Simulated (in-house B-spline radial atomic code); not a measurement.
The outermost shell (largest non-relativistic mean radius) with and without relativity; Dirac values are averaged over j. Computed with an all-electron radial atomic-structure program (B-spline basis): non-relativistic Hartree-Fock and Dirac-Hartree-Fock, averages of the configuration (point nuclei without relativity, finite nuclei with it).

```csv
ion,configuration,outermost shell,radius non-relativistic (bohr),radius Dirac (bohr),radius change (%),level non-relativistic (eV),level Dirac (eV),spin-orbit splitting (eV)
Be,[He] 2s2,2s,2.6494,2.6489,-0.017797,-8.416,-8.4171,-
S,[Ne] 3s2 3p4,?,?,?,?,?,?,?
Sr,[Kr] 5s2,?,?,?,?,?,?,?
La,[Xe] 5d1 6s2,6s,4.9312,4.7217,-4.2492,-4.637,-4.8883,-
Yb,[Xe] 4f14 6s2,6s,4.5396,4.2311,-6.7947,-4.965,-5.3474,-
Lu,[Xe] 4f14 5d1 6s2,6s,4.2588,3.9025,-8.3656,-5.411,-6.0544,-
```

Problem. Fill in the row of S.

Solution. outermost shell: 3p; radius non-relativistic (bohr): 2.0693; radius Dirac (bohr): 2.069; radius change (%): -0.011813; level non-relativistic (eV): -11.601; level Dirac (eV): -11.586; spin-orbit splitting (eV): 0.092271.

Problem. Fill in the row of Sr.

Solution. outermost shell: 5s; radius non-relativistic (bohr): 4.633; radius Dirac (bohr): 4.564; radius change (%): -1.4887; level non-relativistic (eV): -4.856; level Dirac (eV): -4.9324.

Problem. Which member changes most?

Solution. Lutetium (Lu): its 6s shell contracts by 8.4 %.
